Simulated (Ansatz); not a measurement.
System: sum formula H5BNO2, net charge 1, singlet state. It need not be the lowest isomer of its formula. 
Geometry from a B3LYP-D3(BJ)/def2-TZVP (Ansatz, an electronic-structure program) optimisation:
```xyz
9

N     -0.5495    -1.2130     0.5783
B      0.0871    -0.1465    -0.0093
O      1.2582     0.0714    -0.6058
O     -0.6724     1.1630    -0.0244
H     -0.1034    -2.1134     0.6678
H     -1.5019    -1.2199     0.9076
H      1.8626    -0.6572    -0.7847
H     -1.3356     1.4081     0.6411
H     -0.1977     1.9309    -0.3920
```
Charge +1, spin multiplicity 1.

Basis-set convergence of Hartree-Fock and CCSD(T) correlation energies (hartree) with Ansatz. Correlated levels leave the core frozen unless marked. Spin-orbit coupling is left out. Non-relativistic.

| basis | functions | E(HF) | E(corr, CCSD(T)) |
|---|---|---|---|
| cc-pVDZ | 81 | -231.67444 | -0.66600 |
| cc-pVTZ | 190 | -231.75413 | -0.83346 |
| cc-pVQZ | 370 | -231.77193 | -0.88837 |

Extrapolating the two largest sets (X = 3 and 4) as X^-3: E(corr) = (64·(-0.88837) - 27·(-0.83346))/37 = -0.9284 Eh, an estimate of the basis-set limit. The largest set recovers 95.7 % of it, the smallest 71.7 %.
